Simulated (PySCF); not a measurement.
Si(Cl)(F)2(NHMe) (CH4ClF2NSi), SMILES CN[Si](F)(F)Cl. Atoms are numbered in the order given.

```xyz
10

C     -2.3758     0.1503     0.7253
N     -0.9959     0.4521     1.0735
Si     0.3790     0.2669     0.0950
F      1.6796     0.1906     1.0607
F      0.6904     1.4924    -0.9270
Cl     0.2185    -1.4137    -1.0727
H     -2.8818    -0.4183     1.5344
H     -2.3980    -0.4868    -0.1805
H     -2.9812     1.0598     0.5123
H     -0.8638     0.9279     1.9693
```

Coordinates come from a PBE-D3(BJ)/def2-SVP optimisation. The structure was generated by enumeration, and PubChem lists no compound with its InChIKey, so it may never have been made. Other conformers were not sampled.

Computed with PBE-D3(BJ)/def2-SVP (PySCF).

Frequencies are harmonic and unscaled.

```
mode  ν (cm⁻¹)  IR (km/mol)           moving atoms (share of kinetic energy)
----  --------  -----------  -----------------------------------------------
1           61          0.2           C 29 %, H 28 %, F 19 %, N 13 %, Cl 9 %
2          114          4.5                                           H 86 %
3          149          0.5                  C 29 %, Cl 25 %, H 23 %, F 17 %
4          192          0.8                          F 61 %, Cl 19 %, N 12 %
5          251          7.1                  F 50 %, N 17 %, Cl 14 %, Si 9 %
6          298          4.4         F 45 %, Si 18 %, H 14 %, N 10 %, Cl 10 %
7          308         34.7           F 48 %, Cl 15 %, N 15 %, Si 9 %, C 9 %
8          382         91.3                                   H 75 %, N 16 %
9          396         12.0  N 26 %, F 23 %, Si 18 %, H 15 %, C 10 %, Cl 8 %
10         535         68.0                  Cl 35 %, Si 29 %, F 21 %, N 9 %
11         782        180.4                  Si 38 %, N 23 %, F 19 %, H 11 %
12         900        146.3                                  Si 46 %, F 38 %
13         934        141.9                                  F 49 %, Si 48 %
14        1064         17.9                                   H 81 %, C 11 %
15        1104          1.4                                   H 77 %, C 19 %
16        1148        108.9                           N 39 %, C 33 %, H 26 %
17        1359         80.5                           H 60 %, N 28 %, C 10 %
18        1403          5.1                                   H 86 %, C 13 %
19        1418          3.9                                           H 97 %
20        1450          7.4                                           H 94 %
21        2942         69.7                                           H 97 %
22        3012         27.4                                    H 91 %, C 9 %
23        3065          7.7                                    H 91 %, C 9 %
24        3524         38.4                                           H 93 %
```
